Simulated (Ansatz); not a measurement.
Z-matrix (Å, degrees):
```
Si
Si 1 2.348
O 1 1.646 2 108.7
H 1 1.481 2 111.8 3 -118.0
H 1 1.491 2 107.2 3 121.9
Cl 2 2.066 1 104.7 3 -42.9
Cl 2 2.051 1 111.5 3 74.5
H 2 1.481 1 117.3 3 -161.2
H 3 0.959 1 117.2 2 44.9
```

The species carries charge 0 and has multiplicity 1.

(1) List the B3LYP/def2-TZVPP orbital energies in eV (Ansatz 0.2.0). (Estimate.)

Results:

(1) Ansatz gave: Occupied: -2762.81, -2762.73, -1800.86, -1799.82, -521.02, -257.56, -257.48, -196.57, -196.50, -196.45, -196.45, -196.37, -196.36, -145.24, -144.29, -100.61, -100.57, -100.49, -99.63, -99.60, -99.58, -27.88, -23.22, -22.60, -16.07, -14.80, -13.00, -11.47, -11.36, -10.89, -10.78, -10.01, -9.44, -9.36, -9.17, -9.03, -7.83. Lowest empty: -1.24, -0.63, 0.20, 0.75, 1.22, 1.42, 1.72, 2.24.

B3LYP here is the variant with VWN-RPA as its local correlation; programs differ in this.
